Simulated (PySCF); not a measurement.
# Static response to an electric field

Species: C4H7NO2.
Cartesian coordinates in Å at the GFN2-xTB level; atoms count from 1:
```xyz
14
C4H7NO2 angstrom
C      0.2086    1.4481    0.8039
C     -0.1926    0.3134    0.2378
O      0.5663   -0.5658   -0.4822
C      1.9270   -0.2466   -0.6559
C     -1.6286   -0.1110    0.3615
N     -1.9128   -1.2778   -0.2536
O     -2.4532    0.5425    0.9633
H      1.2137    1.8248    0.7638
H     -0.5208    2.0280    1.3381
H      2.3515   -1.0551   -1.2485
H      2.0455    0.7013   -1.1892
H      2.4440   -0.1867    0.3065
H     -1.1964   -1.7828   -0.7439
H     -2.8529   -1.6329   -0.2238
```

Level: wB97X-D/def2-SVPD (PySCF), static field, nuclei fixed, core orbitals frozen in the response. The polarisability tensor in these axes (au):

```
x   72.37  4.53 -4.35
y    4.53 69.23 12.80
z   -4.35 12.80 54.32
```

Problem. Give the principal values, the mean and the anisotropy Δα = √{½[(α1 − α2)² + (α2 − α3)² + (α1 − α3)²]}.

Solution. Principal values 45.60, 72.93 and 77.40 au; mean 65.31 au = 9.68 Å³ = 10.77 × 10⁻⁴⁰ C²·m²/J; Δα = 29.82 au (46 % of the mean).

Problem. What is the dipole moment, and where does it point?

Solution. (3.20, -1.96, -2.02) D, 4.26 D in size, pointing from the negative to the positive side. Measured along this direction, the outermost atoms are O7 at the negative end and H10 at the positive end.

Problem. Find the Langevin capture rate constant for NO+ (29.998 u) meeting this molecule (101.048 u), k = 2.342 × 10⁻⁹ cm³/s × √(α in Å³ / reduced mass in u).

Solution. The reduced mass is 23.13 u, so k = 1.51 × 10⁻⁹ cm³/s. The formula leaves out the permanent dipole, which adds to the capture rate.

Problem. What depolarisation ratio follows for Rayleigh scattering of linearly polarised light, taking the static tensor?

Solution. ρ = 3Δα²/(45ᾱ² + 4Δα²) = 2667.2/(191925 + 3556.3) = 0.0136.

Problem. What molar refraction does this α imply?

Solution. Lorentz–Lorenz: R = (4π/3)N_A α = 2.5225 cm³/(mol·Å³) × 9.68 Å³ = 24.4 cm³/mol, in the limit of long wavelengths.

Geometry: GFN2-xTB, one conformer, isolated molecule.
